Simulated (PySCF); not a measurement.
# A small calculation by hand: oscillator strength and radiative lifetime

Ge(OH)3(OMe) (CH₆GeO₄), SMILES C[O][Ge]([OH])([OH])[OH].

Geometry: B3LYP-D3(BJ)/def2-SVP. One conformer was computed; it need not be the lowest.

TDA-PBE/def2-SVPD (PySCF) puts the first singlet state with f over 0.02 at 5.96 eV (vertical), with the transition dipole (-0.453, -0.054, -0.083) in atomic units.

### Question
Find the oscillator strength, the wavelength and the radiative lifetime that this transition would have in vacuum if emission retraced absorption.

### Answer

|μ|² = 0.2150 au, so |μ| = 1.18 D. ΔE = 5.96/27.211 = 0.2190 hartree. f = (2/3) ΔE |μ|² = 0.031 (the program prints 0.031).
λ = 1239.84/5.96 = 208 nm; ν = 48071 cm⁻¹.
Einstein's coefficient A = 0.6670 ν² f s⁻¹ (ν in cm⁻¹) = 4.8e7 s⁻¹, so τ = 1/A = 21 ns. This state is S2; the lower singlet has f = 0.006. The figure is the radiative limit of this one transition; relaxation, internal conversion, crossing to triplets and a medium change what is measured.
